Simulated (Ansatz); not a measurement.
Consider the formal exchange of groups at a B–Si bond: `C[SiH2]BO[SiH3]` + `SS` → `BO[SiH3]` + `C[SiH2]SS`.

Isolated molecules relaxed with PBE0-D4/def2-TZVP in Ansatz; ΔE leaves out vibrations. CCSD(T)/CBS adds triple-zeta CCSD(T) − MP2 to the extrapolated MP2 energy (def2 sets, frozen cores). This one scheme is used for every species. Functionals use def2-TZVPP. B3LYP here is the variant with VWN-RPA as its local correlation; programs differ in this. Each species was taken in one conformer, which may not be the lowest.

| level | ΔE (eV) |
| --- | --- |
| B3LYP-D4 | -0.94 |
| r2SCAN | -0.93 |

(1) What does CCSD(T)/CBS give? (Best estimate.)

Largest T1 diagnostic among the species: 0.013.

Answers

(1) Computed: -0.96 eV. The listed levels differ from it by 0.02, 0.03 eV.

From PBE to PBE0 (25 % exact exchange), in def2-TZVPP and without D4, ΔE moves by −0.04 eV. The D4 term adds −0.07 eV with B3LYP and −0.03 eV with PBE0; it sums over pairs of atoms, weighted by their polarisabilities, and B3LYP, whose exchange is more repulsive, gets the larger term.
